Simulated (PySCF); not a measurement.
**C₆ coefficients of unlike pairs at PBE0**

Calculated with PySCF 2.14 from the dipole response of each species, C₆(A,B) = (3/π) ∫ α_A(iu) α_B(iu) du, in atomic units, from isotropic polarisabilities. For ions this is the dispersion term alone; charge-induced terms of lower order in 1/R come first.

```tsv
species	configuration	basis	relativity	α (bohr³)	C₆ (like pair)
Li⁺	1s2 (1S)	aug-cc-pVQZ-DK (6s5p4d3f2g)	spin-free X2C	0.1922	0.06949
F⁺	[He] 2s2 2p4 (3P)	aug-cc-pCVTZ-DK with one added diffuse shell each of s, p, d, f type (8s7p5d3f)	spin-free X2C	1.832	3.419
Tl	[Xe] 4f14 5d10 6s2 6p1 (2P)	aug-cc-pwCVTZ-PP with ECP60MDF (8s7p6d4f1g)	core potential	78.62	824.2
Sn	[Kr] 4d10 5s2 5p2 (3P)	aug-cc-pVTZ-PP with ECP28MDF (6s5p4d2f)	core potential	58.63	633.1
```

Q: Estimate C₆ for Sn with F⁺.

A: The integral gives 35.63. The combination rule 2 C_A C_B / (C_A α_B/α_A + C_B α_A/α_B) gives 33.51 and the geometric mean 46.53.

No spin-orbit coupling is included.

The other pairs:

| pair | C₆ |
| --- | --- |
| Tl, F⁺ | 40.57 |
| F⁺, Li⁺ | 0.4728 |
| Sn, Tl | 717.1 |
| Sn, Li⁺ | 4.193 |
| Tl, Li⁺ | 4.871 |
